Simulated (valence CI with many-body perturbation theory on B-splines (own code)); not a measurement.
## Basis-set convergence for Lu56+

Computed by relativistic CI+MBPT: five valence electrons over a frozen Dirac-Fock core [Ne], a basis of 9 s, 9 p, 8 d, 6 f, 3 g, 1 h functions for each j, with the one-electron correlation potential Σ1, the two-electron term Σ2, the three-electron term Σ3, Breit, model QED; selected CI, second order for the rest, scaled by the run's own slope (own B-spline code, finite nucleus).

No measured spectrum was set against this ion. As an estimate, large intervals hold to a few tenths of a per cent, small ones and those within an open d or f shell to about a per cent. Among the levels kept, up to 1100 cm⁻¹ of a level comes from second order outside the variational space, and about a tenth of that is noise between levels of different J, which matters for small intervals.

The reference run has the lowest level (3s^2 3p1/2^2 3p3/2) J=3/2 and an ionisation energy of 5527.41 eV. Its largest variational space holds 19999 state functions.

Levels are named by their leading jj configuration (3d3/2^4 stands for four electrons in 3d with j = 3/2), which in mixed levels can hold well under half, so a name can repeat and another be missing. Letters in brackets count levels of one name in rising energy.

Changed runs:
A. basis 6 s, 6 p, 5 d, 3 f, 1 g
B. basis 5 s, 5 p, 4 d, 2 f

Excitation energies of the reference run in cm⁻¹, and shifts in cm⁻¹:

```tsv
Level	Reference	A	B
(3s^2 3p1/2^2 3d3/2) J=3/2	1755780	+228	+665
(3s^2 3p1/2 3p3/2^2) J=3/2	2244260	-136	-424
(3s^2 3p1/2 3p3/2^2) J=5/2	2335350	+22	+112
(3s^2 3p1/2^2 3d5/2) J=5/2	2393090	+303	+875
(3s^2 3p1/2 3p3/2^2) J=1/2	2452560	+49	+245
(3s 3p1/2^2 3p3/2^2) J=5/2	3561580	-138	-382
(3s 3p1/2^2 3p3/2^2) J=3/2	3792050	-37	-135
(3s 3p1/2^2 3p3/2^2) J=1/2	3803090	-31	-7.7
(3s^2 3p1/2 3p3/2 3d3/2) J=5/2 [a]	3981820	+105	+218
(3s^2 3p1/2 3p3/2 3d3/2) J=1/2 [a]	4006120	+14	-19
(3s^2 3p1/2 3p3/2 3d3/2) J=3/2 [a]	4006840	+65	+147
(3s^2 3p1/2 3p3/2 3d3/2) J=7/2	4076150	+305	+973
Ionisation energy (eV)	5527.41	-0.042	-0.15
```
